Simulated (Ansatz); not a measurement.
Consider the formal loss of a carbene: `BC[SiH](F)Cl` → `B[SiH](F)Cl` + `[CH2]` (triplet).

Program: Ansatz. Geometries: PBE0-D4/def2-TZVP. ΔE: electronic, gas phase. CCSD(T)/CBS adds triple-zeta CCSD(T) − MP2 to the extrapolated MP2 energy (def2 sets, frozen cores). This one scheme is used for every species. DFT in def2-TZVPP. HSE06 is defined as in plane-wave codes. Triplets are unrestricted, without spin–orbit coupling. Each species was taken in one conformer, which may not be the lowest.

(1) Is it downhill or uphill in electronic energy at CCSD(T)/CBS, and by how much? (Estimate.)

(2) What do these levels give: LDA (SPW92), revPBE-D4, r2SCAN0-D4, HSE06-D4, CAM-B3LYP-D4, ωB97M-V, BHLYP, CAM-B3LYP, LC-ωPBE, CCSD(T)/def2-SVP, MP2/def2-TZVPP, MP2/def2-QZVPP? (Estimate.)

(3) What do rigid-rotor, harmonic-oscillator terms from PBE0-D4/def2-TZVP frequencies (298.15 K, 1 bar) make of the CCSD(T)/CBS value? (An estimate is asked.)

Largest T1 diagnostic among the species: 0.011.

## Answers

(1) Computed: Uphill: ΔE = +531.6 kJ/mol.

(2) Computed: LDA (SPW92) 606.5, revPBE-D4 518.5, r2SCAN0-D4 509.4, HSE06-D4 527.7, CAM-B3LYP-D4 528.2, ωB97M-V 539.6, BHLYP 503.2, CAM-B3LYP 521.6, LC-ωPBE 519.7, CCSD(T)/def2-SVP 506.7, MP2/def2-TZVPP 540.1, MP2/def2-QZVPP 547.3 kJ/mol.

(3) Computed: ΔZPE = -27.9 kJ/mol, ΔH = +510.3 kJ/mol, ΔS = 164 J/(mol·K), ΔG = +461.4 kJ/mol. Open shells count their whole term as degenerate.

Leaving LDA and LC-ωPBE aside and taking each functional with its dispersion term where it has one, the values spread over 30.2 kJ/mol, from r2SCAN0-D4 to ωB97M-V. LDA lies +80.9 kJ/mol from PBE without D4. At CCSD(T), def2-SVP lies −24.9 kJ/mol from the extrapolated value and def2-TZVPP −12.1 kJ/mol.
